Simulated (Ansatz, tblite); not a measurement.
Forces on Ag₂S at its PBE-D4/def2-TZVP geometry. The state is a singlet with charge 0.

In the def2 sets Ag takes a core potential; there is no spin–orbit coupling. The xTB rows come from tblite. The structure comes from a short search, and lower isomers may exist.

GFN1-xTB (tblite), largest force 0.38 eV/Å:

```xyz
3
positions Å, forces eV/Å
Ag    0.140    1.595   -0.034   -0.068   -0.374    0.004
Ag   -1.177   -1.079   -0.116    0.255    0.281    0.024
S     1.037   -0.516    0.151   -0.187    0.093   -0.027
```

GFN2-xTB (tblite), largest force 0.43 eV/Å:

```
Ag -0.209 -0.377 -0.014
Ag 0.172 0.395 0.009
S 0.036 -0.018 0.005
```

ωB97X-V/def2-TZVP (Ansatz), largest force 0.08 eV/Å:

```
Ag 0.035 0.068 0.002
Ag -0.033 -0.069 -0.002
S -0.002 0.001 0.000
```
